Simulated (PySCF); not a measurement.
This script is equivalent to a calculation on O (oxygen, neutral).

```python
from pyscf import gto, scf, dft, mp, cc
import basis_set_exchange as bse
mol = gto.M(atom="O 0 0 0", charge=0, spin=2, symmetry="D2h",
            basis=gto.basis.parse(bse.get_basis("jorge-DZP-DKH", elements=["O"], fmt="nwchem", header=False)),
            nucmod="G")
mf = dft.UKS(mol, xc="M062X").sfx2c1e()
mf.irrep_nelec = {'Ag': (2, 2), 'B1u': (1, 0), 'B2u': (1, 1), 'B3u': (1, 0)}
mf.kernel()
```

Question: What total energy does it give?

Answer: -75.111 hartree (calculated).

Question: Which occupied shell lies highest, and where?

Answer: 2p β, at -10.962 eV.

Question: What is ⟨S²⟩, and what would a pure spin state give?

Answer: 2.003, against 2.00.
